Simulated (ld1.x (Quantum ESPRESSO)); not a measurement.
**Building the TM potential for N (LDA (PZ), non-relativistic).**

ld1.x (Quantum ESPRESSO) 7.5 was run on this input:

```
&input
   title='N', zed=7., rel=0, dft='PZ', iswitch=3,
   config='[He] 2s2 2p2.5',
   nld=2, rlderiv=2.30, eminld=-4.0, emaxld=5.0, deld=0.02
 /
 &inputp
   pseudotype=2, tm=.true., lloc=-1, rcloc=0.90,
   nlcc=.true., new_core_ps=.true., rcore=0.55,
   file_pseudopw='N.UPF', file_wfcaegen='ae.wfc', file_wfcncgen='nc.wfc', file_beta='beta', file_chi='chi'
 /
2
2S  1  0   2.00   0.00  1.05  1.05  0.0
2P  2  1   2.50   0.00  2.10  2.10  0.0
 &test
   configts(1)='2s2 2p2.5'
 /
```

Command:

```bash
ld1.x < N.in > N.out
```

The program printed (shortened: banner, matrices, multipoles, cross overlaps and the repeated all-electron block are left out):

```
Program LD1 v.7.5
     --------------------------- All-electron run ----------------------------

     N

     atomic number is  7.00
     dft =PZ   lsd =0 sic =0 latt =0  beta=0.20 tr2=1.0E-14
     Exchange-correlation= PZ
                           (   1   1   0   0   0   0   0)
     mesh =1085 r(mesh) =  99.89202 a.u. xmin = -7.00 dx = 0.01250
     1 Ry =  13.60569312 eV

     n l     nl                  e(Ry)          e(Ha)          e(eV)
     1 0     1S 1( 2.00)       -28.5960       -14.2980      -389.0677
     2 0     2S 1( 2.00)        -1.8309        -0.9154       -24.9102
     2 1     2P 1( 2.50)        -0.9988        -0.4994       -13.5896

     final scf error:  5.0E-15 reached in  26 iterations

     Etot =    -107.665064 Ry,     -53.832532 Ha,   -1464.857817 eV

     Ekin =     107.103745 Ry,      53.551872 Ha,    1457.220686 eV
     Encl =    -250.951323 Ry,    -125.475661 Ha,   -3414.366683 eV
     Eh   =      48.099775 Ry,      24.049887 Ha,     654.430775 eV
     Exc  =     -11.917261 Ry,      -5.958630 Ha,    -162.142595 eV

     normalization and overlap integrals

     s(1S/1S) =  1.000000  <r> =   0.2314  <r2> =    0.0724  r(max) =   0.1502
     s(2S/2S) =  1.000000  <r> =   1.2922  <r2> =    2.0142  r(max) =   1.0041
     s(2P/2P) =  1.000000  <r> =   1.3647  <r2> =    2.4013  r(max) =   0.9433

     ------------------------ End of All-electron run ------------------------

     --------------------- Generating NC pseudopotential ---------------------

      Generating local potential from pseudized AE potential:
      Matching radius rcloc =   0.9000

      Local pseudo, rcloc= 0.909 Estimated cut-off energy=    28.65 Ry

      Computing core charge for nlcc:

       r > 0.55 : true rho core
      Core charge pseudized with two Bessel functions
      Integrated core pseudo-charge :   0.77

      Wfc   2S  rcut= 1.056  Using Troullier-Martins method

      Wfc   2P  rcut= 2.126  Using Troullier-Martins method

     ------------------- End of pseudopotential generation -------------------

     Computing logarithmic derivative in   2.30564
     Computing logarithmic derivative in   2.30564
     Computing the partial wave expansion
     R is outside the sphere for l=    0 j= 0.00
     R is outside the sphere for l=    1 j= 0.00

     ---------------------- Testing the pseudopotential ----------------------

     N

     atomic number is  7.00   valence charge is  5.00
     dft =PZ   lsd =0 sic =0 latt =0  beta=0.20 tr2=1.0E-14
     mesh =1085 r(mesh) =  99.89202 xmin = -7.00 dx = 0.01250

     n l     nl             e AE (Ry)        e PS (Ry)    De AE-PS (Ry)
     1 0     2S   1( 2.00)       -1.83086       -1.83086        0.00000
     2 1     2P   1( 2.50)       -0.99882       -0.99882        0.00000

     eps = 1.2E-15  iter =  4

     Etot =    -107.665064 Ry,     -53.832532 Ha,   -1464.857817 eV
     Etotps =   -20.101498 Ry,     -10.050749 Ha,    -273.494815 eV

     Ekin =      10.663850 Ry,       5.331925 Ha,     145.089077 eV
     Encl =     -39.886081 Ry,     -19.943040 Ha,    -542.677775 eV
     Ehrt =      13.664399 Ry,       6.832199 Ha,     185.913615 eV
     Ecxc =      -5.552996 Ry,      -2.776498 Ha,     -75.552356 eV
     (Ecc =      -1.410055 Ry,      -0.705027 Ha,     -19.184774 eV)
     Epseu=       1.009329 Ry,       0.504665 Ha,      13.732624 eV

     ---------------------- End of pseudopotential test ----------------------
```

Generation and configuration tests took about 0.77 s on one core of a shared server CPU.

Transferability test of the new file with ld1.x, input:

```
&input
   title='N', zed=7., rel=0, dft='PZ', iswitch=2,
   config='[He] 2s2 2p2.5'
 /
 &test
   file_pseudo='N.UPF', nconf=10,
   configts(1)='2s2 2p2.5',
   configts(2)='2s2 2p3',
   configts(3)='2s2 2p2',
   configts(4)='2s2 2p1',
   configts(5)='2s1 2p3',
   configts(6)='2s2 2p0',
   configts(7)='2s2 2p3.3',
   configts(8)='2s1 2p0',
   configts(9)='2s2 2p2.5', lsdts(9)=1,
   configts(10)='2s2 2p3', lsdts(10)=1
 /
```

```bash
ld1.x < N.test.in > N.test.out
```

Pseudopotential blocks of its output, shortened (energy terms left out; the distinct warnings before each block abridged to one line each):

```
     ---------------------- Testing the pseudopotential ----------------------

     n l     nl             e AE (Ry)        e PS (Ry)    De AE-PS (Ry)
     1 0     2S   1( 2.00)       -1.83086       -1.83086        0.00000
     2 1     2P   1( 2.50)       -0.99882       -0.99882        0.00000

     eps = 4.7E-15  iter =  4

     Etot =    -107.665064 Ry,     -53.832532 Ha,   -1464.857817 eV
     Etotps =   -20.101498 Ry,     -10.050749 Ha,    -273.494815 eV

     ---------------------- End of pseudopotential test ----------------------

          ---------------------- Testing the pseudopotential ----------------------

     n l     nl             e AE (Ry)        e PS (Ry)    De AE-PS (Ry)
     1 0     2S   1( 2.00)       -1.35224       -1.35036       -0.00188
     2 1     2P   1( 3.00)       -0.53262       -0.53427        0.00165

     eps = 4.0E-16  iter = 10

     Etot =    -108.045008 Ry,     -54.022504 Ha,   -1470.027222 eV
     Etotps =   -20.482030 Ry,     -10.241015 Ha,    -278.672221 eV
     dEtot_ae =      -0.379944 Ry
     dEtot_ps =      -0.380532 Ry,   Delta E=       0.000588 Ry

     ---------------------- End of pseudopotential test ----------------------

          ---------------------- Testing the pseudopotential ----------------------

     n l     nl             e AE (Ry)        e PS (Ry)    De AE-PS (Ry)
     1 0     2S   1( 2.00)       -2.36828       -2.36749       -0.00079
     2 1     2P   1( 2.00)       -1.53037       -1.52288       -0.00749  !

     eps = 1.7E-15  iter =  7

     Etot =    -107.035333 Ry,     -53.517666 Ha,   -1456.289892 eV
     Etotps =   -19.473328 Ry,      -9.736664 Ha,    -264.948130 eV
     dEtot_ae =       0.629731 Ry
     dEtot_ps =       0.628170 Ry,   Delta E=       0.001561 Ry

     ---------------------- End of pseudopotential test ----------------------

          ---------------------- Testing the pseudopotential ----------------------

     n l     nl             e AE (Ry)        e PS (Ry)    De AE-PS (Ry)
     1 0     2S   1( 2.00)       -3.59105       -3.57215       -0.01890  !
     2 1     2P   1( 1.00)       -2.76494       -2.71193       -0.05301  !

     eps = 4.7E-16  iter =  7

     Etot =    -104.905715 Ry,     -52.452858 Ha,   -1427.314971 eV
     Etotps =   -17.369853 Ry,      -8.684927 Ha,    -236.328891 eV
     dEtot_ae =       2.759348 Ry
     dEtot_ps =       2.731645 Ry,   Delta E=       0.027703 Ry

     ---------------------- End of pseudopotential test ----------------------

          ---------------------- Testing the pseudopotential ----------------------

     n l     nl             e AE (Ry)        e PS (Ry)    De AE-PS (Ry)
     1 0     2S   1( 1.00)       -2.37620       -2.38933        0.01314  !
     2 1     2P   1( 3.00)       -1.53545       -1.54402        0.00858  !

     eps = 6.4E-16  iter =  7

     Etot =    -106.196011 Ry,     -53.098006 Ha,   -1444.870341 eV
     Etotps =   -18.628368 Ry,      -9.314184 Ha,    -253.451859 eV
     dEtot_ae =       1.469052 Ry
     dEtot_ps =       1.473130 Ry,   Delta E=      -0.004078 Ry

     ---------------------- End of pseudopotential test ----------------------

          Warning: n=2, l=1 expected 0 nodes, found 1
     ---------------------- Testing the pseudopotential ----------------------

     n l     nl             e AE (Ry)        e PS (Ry)    De AE-PS (Ry)
     1 0     2S   1( 2.00)       -4.97936       -4.90654       -0.07282  !
     2 1     2P   1( 0.00)       -4.19873       -4.03944       -0.15929  !

     eps = 5.6E-15  iter =  8

     Etot =    -101.438995 Ry,     -50.719498 Ha,   -1380.147841 eV
     Etotps =   -14.003345 Ry,      -7.001672 Ha,    -190.525212 eV
     dEtot_ae =       6.226068 Ry
     dEtot_ps =       6.098153 Ry,   Delta E=       0.127915 Ry

     ---------------------- End of pseudopotential test ----------------------

          ---------------------- Testing the pseudopotential ----------------------

     n l     nl             e AE (Ry)        e PS (Ry)    De AE-PS (Ry)
     1 0     2S   1( 2.00)       -1.09880       -1.09536       -0.00344
     2 1     2P   1( 3.30)       -0.28901       -0.29013        0.00112

     eps = 4.9E-15  iter =  9

     Etot =    -108.167508 Ry,     -54.083754 Ha,   -1471.693918 eV
     Etotps =   -20.604960 Ry,     -10.302480 Ha,    -280.344758 eV
     dEtot_ae =      -0.502444 Ry
     dEtot_ps =      -0.503461 Ry,   Delta E=       0.001017 Ry

     ---------------------- End of pseudopotential test ----------------------

          ---------------------- Testing the pseudopotential ----------------------

     n l     nl             e AE (Ry)        e PS (Ry)    De AE-PS (Ry)
     1 0     2S   1( 1.00)       -6.40652       -6.31488       -0.09165  !
     2 1     2P   1( 0.00)       -5.69347       -5.44367       -0.24980  !

     eps = 7.1E-15  iter =  7

     Etot =     -95.748398 Ry,     -47.874199 Ha,   -1302.723318 eV
     Etotps =    -8.395112 Ry,      -4.197556 Ha,    -114.221319 eV
     dEtot_ae =      11.916666 Ry
     dEtot_ps =      11.706386 Ry,   Delta E=       0.210280 Ry

     ---------------------- End of pseudopotential test ----------------------

          ---------------------- Testing the pseudopotential ----------------------

     n l     nl             e AE (Ry)        e PS (Ry)    De AE-PS (Ry)
     1 0     2S   1( 1.00)       -1.92187       -1.92774        0.00587  !
     2 1     2P   1( 2.50)       -1.08856       -1.09186        0.00330
     1 0     2S   2( 1.00)       -1.63935       -1.63351       -0.00584  !
     2 1     2P   2( 0.00)       -0.81332       -0.81290       -0.00043

     eps = 7.3E-16  iter = 11

     Etot =    -107.834651 Ry,     -53.917326 Ha,   -1467.165172 eV
     Etotps =   -20.272581 Ry,     -10.136290 Ha,    -275.822510 eV
     dEtot_ae =      -0.169588 Ry
     dEtot_ps =      -0.171082 Ry,   Delta E=       0.001495 Ry

     ---------------------- End of pseudopotential test ----------------------

          ---------------------- Testing the pseudopotential ----------------------

     n l     nl             e AE (Ry)        e PS (Ry)    De AE-PS (Ry)
     1 0     2S   1( 1.00)       -1.43730       -1.44090        0.00360
     2 1     2P   1( 3.00)       -0.61368       -0.61888        0.00520  !
     1 0     2S   2( 1.00)       -1.13021       -1.12107       -0.00914  !
     2 1     2P   2( 0.00)       -0.32817       -0.32749       -0.00069

     eps = 2.0E-15  iter = 10

     Etot =    -108.257628 Ry,     -54.128814 Ha,   -1472.920067 eV
     Etotps =   -20.697896 Ry,     -10.348948 Ha,    -281.609216 eV
     dEtot_ae =      -0.592564 Ry
     dEtot_ps =      -0.596397 Ry,   Delta E=       0.003833 Ry

     ---------------------- End of pseudopotential test ----------------------
```
